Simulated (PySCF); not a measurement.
# Working out the excitation energy of In

In [Kr] 4d10 5s2 5p1 (2P) → In [Kr] 4d10 5s2 5d1 (2D). Calculation: PySCF 2.14, in aug-cc-pwCVDZ-PP with ECP28MDF (6s5p4d1f, 48 functions); scalar relativity through the core potential. Frozen: nothing. Energies in hartree (1 hartree = 27.21139 eV):

```
             part   In (lower)   In (upper)
              UHF  -189.205747  -189.039126
MP2 opposite-spin    -0.253605    -0.254448
    MP2 same-spin    -0.133007    -0.130732
```

Question: What does Hartree-Fock give?

Answer: (-189.039126) − (-189.205747) = 0.166621 hartree = 4.534 eV.

Question: What do MP2 and SCS-MP2 (6/5 opposite-spin, 1/3 same-spin) give?

Answer: The opposite-spin parts differ by -0.023 eV and the same-spin parts by 0.062 eV. MP2: 4.534 + (-0.023) + (0.062) = 4.573 eV. SCS-MP2: 4.534 + 1.2 × (-0.023) + (0.062)/3 = 4.527 eV.

Measured between the centres of the two terms (NIST): 3.897 eV, so MP2 (valence and next inner shell) is off by 0.676 eV.

A double-zeta basis recovers only part of the correlation energy.

What remains against the reference includes basis incompleteness and correlation beyond second order.
